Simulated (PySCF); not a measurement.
Compound: C2H6BN.
Geometry (PBE0-D3(BJ)/def2-SVP, Å), atoms numbered from 1 in this order:
```xyz
10
C2H6BN angstrom
B      2.0821   -0.1025    0.0085
N      0.5640   -0.0324    0.1940
C     -0.5772    0.0199    0.3309
C     -2.0122    0.0872    0.5040
H      2.4742    1.0568    0.0168
H      2.2618   -0.6572   -1.0675
H      2.5057   -0.7539    0.9539
H     -2.5177   -0.3470   -0.3709
H     -2.3288    1.1345    0.6160
H     -2.3095   -0.4731    1.4024
```

Computed at PBE0/pcSseg-1 (PySCF, non-relativistic), with Q(11B) = 0.04059 b, Q(14N) = 0.02044 b: B1, 11B (I = 3/2): χzz = 2.400 MHz, η = 0.000; N2, 14N (I = 1): χzz = -2.249 MHz, η = 0.000.

Problem. Where would the pure quadrupole (NQR) lines of 11B at B1 fall for the rigid, isolated species?

Solution. From ν = (|χ|/2)√(1 + η²/3): ν = 1.200 MHz (four-coordinate boron).

Problem. Find the zero-field quadrupole resonance frequencies of 14N at N2.

Solution. From ν± = (3/4)|χ|(1 ± η/3) and ν0 = |χ|η/2: ν+ 1.687 MHz, ν− 1.687 MHz, ν0 0.001 MHz (nitrogen bonded to B and C).

In a crystal, neighbours and librations shift these lines. With a basis this small, the couplings can be 20 % off.
